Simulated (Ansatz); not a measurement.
Geometry optimisation, UKS B3LYP-D4/def2-SVP (Ansatz).

input.yaml

```yaml
crystal:
  periodic: [false, false, false]
  atoms:
    - { symbol: S, position_ang: [-1.00893, 0.43126, 0.80511] }
    - { symbol: C, position_ang: [-0.17687, -0.87081, 0.29715] }
    - { symbol: Ga, position_ang: [1.2905, 0.28218, -0.75486] }
    - { symbol: H, position_ang: [-0.73819, -1.71554, -0.09609] }
    - { symbol: H, position_ang: [0.6335, 1.8729, -0.25131] }
magnetization:
  spin_polarized: true
  initial_magnetization: 1
basis:
  gaussian: { orbitals: def2-SVP }
hamiltonian:
  xc: b3lyp
  dispersion: d4
relax:
  f_tol: 0.015
  max_steps: 40
```

Command:

```bash
$ ansatz run input.yaml --threads 1 --pin off --max-ram 2048MiB --backend cpu --events-out ev --progress --plain --runs-dir out
```

Task: Where does it end, and by what steps?

Result: The forces met the threshold. After 12 steps the energy has fallen by 0.529 eV; H5 moved furthest, 0.87 Å.

```json
{"step": "0", "energy less start (eV)": "0.0000", "largest force component (eV/Å)": "0.790", "accepted": "yes"}
{"step": "1", "energy less start (eV)": "-0.1927", "largest force component (eV/Å)": "0.470", "accepted": "yes"}
{"step": "2", "energy less start (eV)": "-0.3111", "largest force component (eV/Å)": "1.151", "accepted": "yes"}
{"step": "3", "energy less start (eV)": "-0.4160", "largest force component (eV/Å)": "0.919", "accepted": "yes"}
{"step": "4", "energy less start (eV)": "-0.4933", "largest force component (eV/Å)": "0.448", "accepted": "yes"}
{"step": "5", "energy less start (eV)": "-0.5128", "largest force component (eV/Å)": "0.303", "accepted": "yes"}
{"step": "6", "energy less start (eV)": "-0.5249", "largest force component (eV/Å)": "0.353", "accepted": "yes"}
{"step": "7", "energy less start (eV)": "-0.5274", "largest force component (eV/Å)": "0.104", "accepted": "yes"}
{"step": "8", "energy less start (eV)": "-0.5278", "largest force component (eV/Å)": "0.078", "accepted": "yes"}
{"step": "9", "energy less start (eV)": "-0.5286", "largest force component (eV/Å)": "0.031", "accepted": "yes"}
{"step": "10", "energy less start (eV)": "-0.5287", "largest force component (eV/Å)": "0.024", "accepted": "yes"}
{"step": "11", "energy less start (eV)": "-0.5287", "largest force component (eV/Å)": "0.030", "accepted": "no"}
{"step": "12", "energy less start (eV)": "-0.5288", "largest force component (eV/Å)": "0.014", "accepted": "yes"}
```

```xyz
5
Properties=species:S:1:pos:R:3
S -1.592 0.163 0.784
C -0.338 -0.713 0.174
Ga 0.774 0.539 -0.835
H -0.345 -1.813 0.139
H 1.502 1.824 -0.262
```

Run time: 65 s on 1 thread of Arm Neoverse V1, on a shared host, peak memory 0.2 GiB.
